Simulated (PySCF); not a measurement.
**Excitation energy of Cl⁺ by level of theory**

Cl⁺ [Ne] 3s2 3p4 (3P) → Cl⁺ [Ne] 3s1 3p5 (3P), as a difference of total energies. All numbers are calculated (PySCF 2.14, scalar relativity by spin-free X2C-1e, in aug-cc-pCVTZ-DK with one added diffuse shell each of s, p, d, f type (9s8p6d4f, 91 functions)). Correlated levels: valence and next inner shell: 1s2 frozen. The calculations carry no spin-orbit coupling.

```
                                method  excitation energy (eV)  error (eV)
                                   UHF                  14.475      +2.902
    MP2 (valence and next inner shell)                  13.111      +1.538
SCS-MP2 (valence and next inner shell)                  12.951      +1.378
   CCSD (valence and next inner shell)                  12.209      +0.636
CCSD(T) (valence and next inner shell)                  11.690      +0.117
```

Reference: 11.573 eV (measured; NIST levels, between the centres of gravity of the two terms).

Errors of the correlated levels include the incompleteness of this basis and the frozen core.
